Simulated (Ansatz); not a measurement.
Consider the cleavage of the Si–Si bond: `O[SiH2][SiH2][SiH2]Cl` + `N[SiH3]` → `[SiH3]N[SiH2]Cl` + `O[SiH2][SiH3]`.

Isolated molecules relaxed with PBE0-D4/def2-TZVP in Ansatz; ΔE leaves out vibrations. CCSD(T)/CBS adds triple-zeta CCSD(T) − MP2 to the extrapolated MP2 energy (def2 sets, frozen cores). This one scheme is used for every species. Functionals use def2-TZVPP. One conformer a species, not always the lowest.

```csv
species,PBE0 energy (Eh)
`O[SiH2][SiH2][SiH2]Cl`,-1407.67543
`N[SiH3]`,-347.10904
`[SiH3]N[SiH2]Cl`,-1097.23631
`O[SiH2][SiH3]`,-657.56922
```

Q: Work out ΔE.

A: ΔE = (-1097.23631) + (-657.56922) − (-1407.67543) − (-347.10904) = -0.02106 Eh = -13.2 kcal/mol. CCSD(T)/CBS gives -16.5 kcal/mol.

Largest T1 diagnostic among the species: 0.012.

From PBE to PBE0 (25 % exact exchange), in def2-TZVPP and without D4, ΔE moves by −1.4 kcal/mol. In def2-TZVPP, CCSD(T) changes the Hartree–Fock value by +3.2 kcal/mol (the triples alone add +0.5 kcal/mol) and MP2 by +1.9 kcal/mol.
